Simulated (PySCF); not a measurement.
# Correlation energy of N³⁺ (nitrogen, charge +3)

[He] 2s2, closed-shell 1S. All numbers are calculated (PySCF 2.14, scalar relativity by spin-free X2C-1e, in x2c-QZVPPall). Frozen: nothing; 4 electrons correlated.

```csv
level,correlation energy (mhartree)
CCSD,-105.93
(T),-0.47
CCSD(T),-106.40
CCSDT,-106.41
```

Diagnostics: T1 = 0.0049, D1 = 0.0097, largest double amplitude 0.152.

A double-excitation amplitude exceeds 0.15, a sign of near-degeneracy.

Cost of the coupled-cluster step: about 2.4 core-seconds, for 4 correlated electrons.

Iterations:

```
CC2 = 0
CCSD nocc = 2, nmo = 57
frozen orbitals []
max_cycle = 100
direct = 0
conv_tol = 1e-08
conv_tol_normt = 1e-06
diis_space = 8
diis_start_cycle = 0
Init t2, MP2 energy = -51.1833337227228  E_corr(MP2) -0.0713504745270156
Init E_corr(CCSD) = -0.0713504745274548
cycle = 1  E_corr(CCSD) = -0.0887728989748601  dE = -0.0174224244  norm(t1,t2) = 0.0617206
cycle = 2  E_corr(CCSD) = -0.0971498206700404  dE = -0.0083769217  norm(t1,t2) = 0.0323946
cycle = 3  E_corr(CCSD) = -0.106050248071736  dE = -0.0089004274  norm(t1,t2) = 0.0168934
cycle = 4  E_corr(CCSD) = -0.105890974534602  dE = 0.000159273537  norm(t1,t2) = 0.000212371
cycle = 5  E_corr(CCSD) = -0.105935596975842  dE = -4.46224412e-05  norm(t1,t2) = 6.77012e-05
cycle = 6  E_corr(CCSD) = -0.105928100548287  dE = 7.49642756e-06  norm(t1,t2) = 1.67955e-05
cycle = 7  E_corr(CCSD) = -0.105926312512161  dE = 1.78803613e-06  norm(t1,t2) = 3.17956e-06
cycle = 8  E_corr(CCSD) = -0.105926338309288  dE = -2.57971265e-08  norm(t1,t2) = 1.20063e-07
cycle = 9  E_corr(CCSD) = -0.105926348816016  dE = -1.05067279e-08  norm(t1,t2) = 6.87324e-08
cycle = 10  E_corr(CCSD) = -0.105926375165821  dE = -2.63498047e-08  norm(t1,t2) = 4.82606e-08
cycle = 11  E_corr(CCSD) = -0.105926373809663  dE = 1.3561572e-09  norm(t1,t2) = 6.91607e-09
CCSD converged
E(CCSD) = -51.21790962200543  E_corr = -0.1059263738096634
CCSD(T) correction = -0.000471070002973935
```

This basis was not built for core-valence correlation, so the inner-shell part is incomplete.
